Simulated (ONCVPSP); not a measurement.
aluminium (Al), ONCV: configuration errors across variants

* Element: aluminium (Al)
* Generator: ONCVPSP 4.0.1
* Type: optimised norm-conserving Vanderbilt (ONCV)
* Functional: Wu-Cohen
* Relativity: scalar-relativistic
* Frozen core: [He]
* Valence charge: 11
* Reference configuration: 2s2 2p6 3s1.5 3p1.5
* Partial waves: 2s+3s: rc 1.20 bohr, ncon 4, nbas 7, qcut 9 1/bohr, 2 projectors; 2p+3p: rc 1.25 bohr, ncon 4, nbas 8, qcut 11.2 1/bohr, 2 projectors
* Local potential: polynomial inside 1.15 bohr (lpopt 5, dvloc0 0 Ha)
* Core correction: polynomial model core, fcfact 0.35

All-electron excitation energies from the reference (eV): (1) 2s2 2p6 3s2 3p1 -2.543; (2) 2s2 2p6 3s2 3p0 3.195; (3) 2s2 2p6 3s1 3p0 22.388; (4) 2s1 2p6 3s2 3p1 117.931.

Errors AE − PS in meV (a dash: test not solved or not reliable):

```csv
change,(1),(2),(3),(4),bound ghosts,GHOST(+) flags above zero
base,-0.1,+0.4,+0.5,-552,none,none
"p: rc 1.12; local potential polynomial inside 1.12 bohr (lpopt 5, dvloc0 0 Ha)",0.0,+0.5,+0.6,-501,none,none
p: rc 1.26,-0.1,+0.4,+0.5,-558,none,none
p: rc 1.44,-0.2,+0.2,-0.2,-618,none,none
p: rc 1.58,-0.2,+0.1,-1.1,-650,none,none
p: rc 1.82,-0.3,-0.1,-2.6,-686,none,none
```

Q: Give the same row for: p: rc 0.94; local potential polynomial inside 0.94 bohr (lpopt 5, dvloc0 0 Ha).

A: 0.0, +0.5, +0.5, -422; bound ghosts: none; GHOST(+) flags above zero: none.
